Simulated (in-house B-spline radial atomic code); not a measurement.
Ionisation energies along the 19-electron series, configuration [Ar] 3d1, as differences of self-consistent energies. NIST's values go from ground level to ground level; the uncertainty of those that are theory runs from under 0.1 % in few-electron ions to several per cent in heavy many-electron ones. Computed with a B-spline radial code for spherical atoms: non-relativistic Hartree-Fock, average of the configuration, point nuclei.

This level leaves out relativity, spin-orbit splitting included, which matters for heavy ions.

```tsv
ion	configuration after	ionisation energy (eV)	IE/(q+1)² (eV)	-ε less Coulomb ΔSCF (eV)	tabulated value (eV)	tabulated kind	computed minus tabulated (eV)
Nd41+	[Ne] 3s2 3p6	3058.8	1.734	1.6852	3078	tabulated theory	-19
Pm42+	[Ne] 3s2 3p6	3197.5	1.7293	1.6884	3219	tabulated theory	-21
Sm43+	[Ne] 3s2 3p6	3339.2	1.7248	1.6914	3363	tabulated theory	-24
Eu44+	[Ne] 3s2 3p6	3483.9	1.7205	1.6944	3510	tabulated theory	-26
Gd45+	[Ne] 3s2 3p6	?	?	?	?	tabulated theory	?
Tb46+	[Ne] 3s2 3p6	3782.5	1.7123	1.6999	3814	tabulated theory	-32
Dy47+	[Ne] 3s2 3p6	?	?	?	?	tabulated theory	?
Ho48+	[Ne] 3s2 3p6	4093.1	1.7047	1.705	4131	tabulated theory	-38
Er49+	[Ne] 3s2 3p6	?	?	?	?	tabulated theory	?
Tm50+	[Ne] 3s2 3p6	4415.8	1.6977	1.7098	4461	tabulated theory	-45
```

Task: Fill in the row of Gd45+.

Result: ionisation energy (eV): 3631.7; IE/(q+1)² (eV): 1.7163; -ε less Coulomb ΔSCF (eV): 1.6972; tabulated value (eV): 3660; computed minus tabulated (eV): -28.

Task: Fill in the row of Dy47+.

Result: ionisation energy (eV): 3936.3; IE/(q+1)² (eV): 1.7085; -ε less Coulomb ΔSCF (eV): 1.7025; tabulated value (eV): 3970; computed minus tabulated (eV): -34.

Task: Fill in the row of Er49+.

Result: ionisation energy (eV): 4253.0; IE/(q+1)² (eV): 1.7012; -ε less Coulomb ΔSCF (eV): 1.7075; tabulated value (eV): 4294; computed minus tabulated (eV): -41.
